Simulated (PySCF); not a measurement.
**Working out the electron affinity of Ir**

Ir⁻ [Xe] 4f14 5d8 6s2 (3F) → Ir [Xe] 4f14 5d7 6s2 (4F). All numbers are calculated (PySCF 2.14, a scalar-relativistic core potential, in def2-TZVPPD with the def2 core potential (60 electrons)). Frozen: nothing. Energies in hartree (1 hartree = 27.21139 eV):

```
             part  Ir⁻ (lower)   Ir (upper)
              UHF  -103.437495  -103.445744
MP2 opposite-spin    -0.357814    -0.314461
    MP2 same-spin    -0.171741    -0.153836
```

**Question.** What does Hartree-Fock give?

**Answer.** (-103.445744) − (-103.437495) = -0.008249 hartree = -0.224 eV.

**Question.** What do MP2 and SCS-MP2 (6/5 opposite-spin, 1/3 same-spin) give?

**Answer.** The opposite-spin parts differ by 1.180 eV and the same-spin parts by 0.487 eV. MP2: -0.224 + (1.180) + (0.487) = 1.443 eV. SCS-MP2: -0.224 + 1.2 × (1.180) + (0.487)/3 = 1.354 eV.

Reference: 1.564 eV (measured; photodetachment measurements, as compiled on the Wikipedia data page of electron affinities), between the lowest levels; spin-orbit coupling is absent from the calculation.

What remains against the reference includes basis incompleteness and correlation beyond second order.
